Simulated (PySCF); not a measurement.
MoF3, SMILES [F][Mo]([F])[F] (connectivity only; charge and spin as stated), neutral, multiplicity 4.

Geometry: B3LYP-D3(BJ)/def2-TZVP. The multiplicity is an assumed one; other spin states were not compared. The def2 effective core potentials stand for the cores of Mo; spin–orbit coupling is left out.

The numbers are results of M06-2X/def2-TZVPD (PySCF), not measurements.

Gas-phase values at a fixed geometry.

```
Property                                                                                                        Result
---------------------------------------------------------------------------------------------  -----------------------
total energy                                                                                        -367.77068 hartree
point group                                                                                                        D3h
α spin, highest occupied and lowest empty level                                                     -9.18 and -1.21 eV
β spin, highest occupied and lowest empty level                                                    -14.08 and -5.03 eV
dipole moment                                                                                                   0.00 D
quadrupole, principal values (traceless, Buckingham form, about the centre of nuclear charge)   -4.00, -4.00, 8.01 D·Å
mean static polarisability                                                                        35.4 bohr³ (5.25 Å³)
polarisability, principal values                                                                33.7, 36.3, 36.3 bohr³
⟨S²⟩                                                                                           3.758 (pure state 3.75)
```
